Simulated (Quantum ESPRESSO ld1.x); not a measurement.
Species: the scandium ion Sc3+. Configuration: [Ar]. All-electron calculation, scalar-relativistic Kohn-Sham, exchange-only LDA, spin-polarised, spherical densities, point nucleus. Program: ld1.x of Quantum ESPRESSO 7.5.

Normalised radial functions P(r) = r R(r), r in bohr:

```
   r/bohr * 2s, o 3s, + 3p (the largest magnitude, 1.76, reaches the edge; | marks zero, & curves that meet)
  0.00239                             +o*
 0.003014                             +o*
 0.003831                             +o *
 0.004832                             +o  *
 0.006094                             + o  *
 0.007685                             + o   *
 0.009769                             +  o   *
  0.01232                             +  o    *
  0.01554                             +   o    *
  0.01959                             |+  o      *
  0.02491                             |+   o      *
  0.03141                             |+   o       *
  0.03962                             | +  o       *
  0.05036                             | + o       *
  0.06351                             |  &      *
   0.0801                             | o  +*
    0.101                            &|     +
   0.1284                     *   o   |      +
   0.1619             *         o     |       +
   0.2042      *              o       |       +
   0.2576  *                 o        |      +
   0.3274  *                    o     |  +
   0.4129       *                    &|
   0.5207              *       +      |     o
   0.6567                 +  *        |           o
   0.8348              +          *   |               o
    1.053              +             *|               o
    1.328                +            *           o
    1.688                    +        *       o
    2.129                        +    *   o
    2.684                           + *o
    3.385                            +&
```

2s: eigenvalue -504.05 eV, 1 radial node at r = 0.0991 bohr, <r> = 0.345 bohr, 90 % of the charge inside 0.536 bohr. 3s: eigenvalue -84.411 eV, 2 radial nodes at r = 0.0962, 0.424 bohr, <r> = 1.06 bohr, 90 % of the charge inside 1.58 bohr. 3p: eigenvalue -62.887 eV, 1 radial node at r = 0.392 bohr, <r> = 1.13 bohr, 90 % of the charge inside 1.73 bohr.
